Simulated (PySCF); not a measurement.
Correlation energy of He (helium, neutral)

1s2, closed-shell 1S. Calculation: PySCF 2.14, in aug-cc-pVQZ with one added diffuse shell each of s, p, d, f type (6s5p4d3f, 62 functions); no relativity, point nucleus. Frozen: nothing; 2 electrons correlated.

With two correlated electrons CCSD is exact within the correlated space (frozen core and kept virtual orbitals).

```csv
level,correlation energy (mhartree)
CCSD,-41.01
```

Diagnostics: T1 = 0.0015, D1 = 0.0021, largest double amplitude 0.033.

**Question.** Is a single reference adequate?

**Answer.** Yes: T1 lies below 0.03 and no double amplitude reaches 0.07.
